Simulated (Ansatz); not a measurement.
`F[SiH]([SiH3])[SiH3]` + HCl → `F[SiH]([SiH3])Cl` + SiH₄ at 600 K and 1 bar (cleavage of the Si–Si bond).

Calculated with Ansatz (gas phase, PBE0-D4/def2-TZVP geometries, no zero-point term in ΔE). CBS: MP2 limit from def2 TZ/QZ plus the TZ coupled-cluster correction, frozen cores. This one scheme is used for every species.

```csv
species,CCSD(T)/CBS energy (Eh),H − E (kJ/mol),S (J/(mol·K))
`F[SiH]([SiH3])[SiH3]`,-971.28016,232.3,483.5
HCl,-460.38127,35.4,207.2
`F[SiH]([SiH3])Cl`,-1140.23962,156.7,426.3
SiH₄,-291.46306,108.7,242.3
```

H − E and S are ideal-gas, rigid-rotor, harmonic terms from PBE0-D4/def2-TZVP, for one conformer and one mirror image of each species. 1 Eh = 2625.50 kJ/mol, R = 8.31446 J/(mol·K).

Task: By hand: ΔE, ΔH, ΔS and ΔG.

Result: ΔE = (-1140.23962) + (-291.46306) − (-971.28016) − (-460.38127) = -0.04125 Eh = -108.3 kJ/mol. Δ(H − E) = 156.7 + 108.7 − 232.3 − 35.4 = -2.3, so ΔH = -110.6 kJ/mol. ΔS = 426.3 + 242.3 − 483.5 − 207.2 = -22.1 J/(mol·K). ΔG = -110.6 − 600 × (-22.1)/1000 = -97.3 kJ/mol.

Task: By hand: the equilibrium constant, and the temperature at which ΔG would vanish if ΔH and ΔS stayed fixed.

Result: log₁₀ K = −ΔG/(RT ln 10) = 8.5. ΔG = 0 at ΔH/ΔS = 5005 K, far beyond where these terms or the molecules hold.

ΔH outweighs TΔS. A doubt of 5 kJ/mol in ΔE shifts log₁₀ K by 0.4 here. Other conformers and mirror images would add mixing entropy, several J/(mol·K) or more a flexible species. These are equilibria of isolated gas molecules and say nothing of rates. Largest T1 diagnostic: 0.013 (customary marks: 0.02 for closed shells, 0.045 for open ones).
